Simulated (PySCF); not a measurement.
## Computed properties of C₃H₈BNO, SMILES C[C@H]1COB1N

C3H8BNO, SMILES C[C@H]1COB1N. Geometry: TPSSh-D3(BJ)/def2-SVP. The structure was generated by enumeration; whether it is a known compound was not checked. One conformer was computed; it need not be the lowest. All values are computed for the isolated molecule unless a solvent is named; none is compared with measurement here.

**Structure.** All 36 harmonic modes at TPSSh-D3(BJ)/def2-SVP (PySCF) are real, so it is a minimum. With heavy atoms numbered as in [CH3:1][C@H:2]1[CH2:3][O:4][B:5]1[NH2:6], the shortest bond between them is O4–B5 at 1.390 Å and the longest C2–B5 at 1.597 Å.

**Vibrations.** The strongest infrared lines (harmonic, unscaled, degenerate partners summed) lie at 1614 cm⁻¹ (293 km/mol, H 52 %, B 23 %, N 23 %), 377 cm⁻¹ (164 km/mol, H 80 %, N 17 %), 1451 cm⁻¹ (133 km/mol, H 50 %, B 41 %). The softest mode is at 120 cm⁻¹ and the zero-point energy is 74.1 kcal/mol.

**Electronic structure.** PBE0/def2-TZVP (PySCF) places the frontier levels at -7.51 and 0.86 eV, a gap of 8.37 eV, and gives a dipole moment of 1.74 D and a mean polarisability of 58.9 bohr³. PBE/def2-TZVP (PySCF) at the same geometry gives -6.05 and 0.07 eV, so its gap is 2.25 eV narrower. An orbital gap is neither the optical nor the fundamental gap.

**Excitations.** TDA-B3LYP/def2-SVPD (PySCF) has S1 at 6.42 eV (193 nm, f = 0.023, weak); the most intense of the 10 singlets computed lies at 8.12 eV (f = 0.06). T1 (TDA) is at 6.21 eV, 0.21 eV under S1. TDA-PBE/def2-SVPD (PySCF) puts S1 at 5.86 eV. No vertical singlet excitation falls in the visible range (under 3.1 eV).

**NMR.** GIAO shifts at HF/pcSseg-1 (PySCF) (non-relativistic, atoms alike by connectivity averaged): ¹³C from 16.2 to 70.3 ppm against TMS; ¹H from 1.4 to 4.3 ppm against TMS; ¹¹B at 25.1 ppm against BF3.
